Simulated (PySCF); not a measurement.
These 2 structures share the formula C10H7Cl. Method: PBE0-D3(BJ)/def2-SVP geometry optimisation, gas phase in PySCF. One conformer each; no zero-point energy, no entropy. No frequencies were run at this level. Point groups hold within 0.08 Å.

Question: Order them by energy at this level, lowest first, and give relative energies in kcal/mol.
A. 1-chloronaphthalene, `Clc1cccc2ccccc12`
B. `Clc1ccc2ccccc2c1` (2-chloronaphthalene)

Answer: A (0.0), B (0.2).

Neighbours under 2.5 kcal/mol apart (Clc1cccc2ccccc12 and Clc1ccc2ccccc2c1) can change places with a better method, another conformer or zero-point energy.

| SMILES | E (Eh) | E rel (kcal/mol) | dipole (D) | point group | A, B, C (MHz) |
| --- | --- | --- | --- | --- | --- |
| Clc1cccc2ccccc12 | -844.48891 | 0.0 | 1.47 | Cs | 1526, 916.1, 572.4 |
| Clc1ccc2ccccc2c1 | -844.48855 | 0.2 | 1.71 | Cs | 2738, 581.3, 479.5 |

Q: How do the relative energies change in single points at PBE0/pcSseg-1 (no added dispersion term) on the same geometries?

A: 
```tsv
SMILES	PBE0-D3(BJ)/def2-SVP (kcal/mol)	PBE0/pcSseg-1 (kcal/mol)	shift
Clc1cccc2ccccc12	0.0	0.5	+0.5
Clc1ccc2ccccc2c1	0.2	0.0	-0.2
```

Each column counts from its own lowest isomer. Clc1ccc2ccccc2c1 becomes the lowest; the largest shift is 0.5 kcal/mol.
